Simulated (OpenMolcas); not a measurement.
## Levels of O I by method

```yaml
Program: OpenMolcas
Basis: ANO-RCC-VQZP [5s4p3d2f1g]
Scalar_Hamiltonian: DKH2, point nucleus
Active_space: 4 electrons in 9 orbitals (RAS2 2p; RAS3 3s 3d, at most 1 electron)
State_averaging: 2S+1 = 3 even, 3 roots; 2S+1 = 1 even, 6 roots; 2S+1 = 5 odd, 1 root; 2S+1 = 3 odd, 1 root; 2S+1 = 1 odd, 5 roots (0 in the spin-orbit step)
Spin-orbit_coupling: state interaction with AMFI integrals over the reference wave functions, term energies averaged over their components
```

Methods on the same reference wave functions:
A. RASSCF
B. SS-RASPT2, IPEA 0.25 Eh, imaginary shift 0.1 Eh (closed shells correlated: 1s 2s)

Energies in cm-1 above 2s2 2p4 3P2, the measured ground level; measured values from NIST Handbook of Basic Atomic Spectroscopic Data.

| Level | A | B | Measured |
| --- | --- | --- | --- |
| 2s2 2p4 3P2 | 0.0 | 0.0 | 0.0 |
| 2s2 2p4 3P1 | 150 | 150 | 158 |
| 2s2 2p4 3P0 | 224 | 224 | 227 |
| 2s2 2p4 1D2 | 17671 | 15490 | 15868 |
| 2s2 2p4 1S0 | 43795 | 38110 | 33793 |
| 2s2 2p3 3s 5S* 2 | 86135 | 90080 | 73768 |

Deviations, from unrounded energies. A percentage is the sum of absolute deviations over the sum of measured energies, with the sign that they share, or ± where signs differ.

| Against measurement | Levels | A | B |
| --- | --- | --- | --- |
| mean absolute deviation (cm-1) | 5 | 4800 | 4200 |
| fine structure of the ground term (%) | 2 | -2.8 | -2.8 |
| other terms of the ground configuration (%) | 2 | +23.8 | ±9.5 |
| other configurations (%) | 1 | +16.8 | +22.1 |

B lies closest to measurement on these levels. The largest miss of B in the table is 2s2 2p3 3s 5S* 2, by +16000 cm-1. The ranking rests on the paired levels alone, and a cruder setting can come out closer through cancelling errors.

From A to B the spin-free energies of the other terms of 2s2 2p4 shown, above 3P, scale by factors of 0.87 to 0.88.

The lowest spin-free term lies below A's lowest term by 0.157 hartree in B.

CASPT2 does not keep the components of a term degenerate, so their means are used; among the terms shown or strongly mixed into the levels shown the widest spread is 60 cm-1 (2s2 2p4 1D, B). ANO sets are built for valence states and can reach diffuse excited orbitals poorly. With the s shell closed, the reference lacks s² → p² mixing. Without dynamic correlation excited terms often stand tens of per cent too high (terms of higher spin than the ground term too low), and those without a measured partner can miss by more than the paired ones (holds for A). Measured partners are found by configuration, term and J. A level has none where our copy of the source lacks it or the pairing is in doubt (some pairs that miss far off the trend of their configuration count as doubtful), and it then counts in no deviation. Only configurations of the active space appear. Levels that lie high or do not pair safely by name in every column are left out.

* marks odd parity.
